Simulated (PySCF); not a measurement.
Cl₃Sc, SMILES [Cl][Sc]([Cl])[Cl] (connectivity only; charge and spin as stated), charge -1, multiplicity 2.

Coordinates come from a PBE0-D3(BJ)/def2-SVPD optimisation. The multiplicity is an assumed one; other spin states were not compared. The isomer is the one that the SMILES or the coordinates give; other isomers of the formula were not compared.

Method: PBE/def2-TZVPD run with PySCF.

Isolated molecule, no solvent. A positive occupied level means that this level leaves the electron formally unbound; only the finite basis holds it.

Computed frontier levels, dipole moment and polarisability:
The α spin, highest occupied and lowest empty level is 0.67 and 1.97 eV and the β spin, highest occupied and lowest empty level is -3.12 and 1.91 eV. The dipole moment about the centre of nuclear charge is 0.00 D and the mean static polarisability comes out as 127.9 bohr³ (18.95 Å³). The polarisability, principal values comes out as 117.6, 117.6, 148.3 bohr³ and the ⟨S²⟩ is 0.752 (pure state 0.75).
